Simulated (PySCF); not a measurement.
Geometries of 3 isomers of C6H8FN, from PySCF, PBE0-D3(BJ)/def2-SVP geometry optimisation, gas phase. One conformer each, no zero-point energy, no frequencies.

Question: Which isomer lies lowest at this level?
A.
```xyz
16
angstrom
N      2.950   -0.139    0.573
C      1.939   -0.162   -0.192
C      0.631   -0.663    0.267
C     -0.297   -1.367   -0.710
F     -1.000   -2.428   -0.249
C     -0.635   -0.035   -0.227
C     -1.807    0.627    0.377
C     -1.073    1.265   -0.783
H      3.761    0.242    0.078
H      1.956    0.197   -1.243
H      0.620   -1.056    1.289
H      0.037   -1.513   -1.744
H     -1.690    1.077    1.368
H     -2.789    0.186    0.186
H     -1.561    1.273   -1.762
H     -0.457    2.144   -0.571
```
B.
```xyz
16
angstrom
C      1.950   -0.060    0.272
C      0.648    0.695    0.179
C      0.719    2.124    0.181
N      0.811    3.281    0.189
C     -0.556    0.082    0.100
C     -1.862    0.795    0.008
C     -0.602   -1.420    0.104
F     -1.883   -1.886    0.021
H      2.098   -0.712   -0.604
H      2.805    0.626    0.324
H      1.980   -0.700    1.168
H     -2.392    0.507   -0.914
H     -1.731    1.884    0.022
H     -2.520    0.499    0.840
H     -0.024   -1.826   -0.747
H     -0.143   -1.816    1.028
```
C.
```xyz
16
angstrom
N      3.024   -0.672   -1.993
C      2.173   -0.641   -1.211
C      1.093   -0.613   -0.236
C     -0.310   -0.886   -0.799
C     -1.222   -0.489    0.365
C     -0.467    0.628    1.119
C      0.905    0.741    0.460
F      0.872    1.720   -0.507
H      1.324   -1.360    0.544
H     -0.440   -1.923   -1.135
H     -0.469   -0.226   -1.666
H     -1.381   -1.354    1.027
H     -2.214   -0.171    0.018
H     -0.364    0.401    2.190
H     -0.959    1.608    1.043
H      1.723    0.988    1.155
```

Answer: C. That is `N#C[C@@H]1CCC[C@@H]1F`, 17.1 kcal/mol below the next.

```json
{"SMILES": "N#C[C@@H]1CCC[C@@H]1F", "atoms numbered as above": "[N:1]#[C:2][C@@H:3]1[CH2:4][CH2:5][CH2:6][C@@H:7]1[F:8]", "E (Eh)": "-387.32313", "relative (kcal/mol)": "0.0", "relative (kJ/mol)": "0.0", "dipole (D)": "5.03"}
{"SMILES": "C/C(C#N)=C(/C)CF", "atoms numbered as above": "[CH3:1]/[C:2]([C:3]#[N:4])=[C:5](/[CH3:6])[CH2:7][F:8]", "E (Eh)": "-387.29589", "relative (kcal/mol)": "17.1", "relative (kJ/mol)": "71.5", "dipole (D)": "3.69"}
{"SMILES": "[H]/N=C/[C@@H]1[C@@H](F)C12CC2", "atoms numbered as above": "[H]/[N:1]=[CH:2]/[C@@H:3]1[C@@H:4]([F:5])[C:6]12[CH2:7][CH2:8]2", "E (Eh)": "-387.24629", "relative (kcal/mol)": "48.2", "relative (kJ/mol)": "201.7", "dipole (D)": "2.81"}
```

As drawn, the lowest has a C≡N group, which the highest lacks; the highest has a three-membered ring, a C=N bond and an N–H bond, which the lowest lacks.
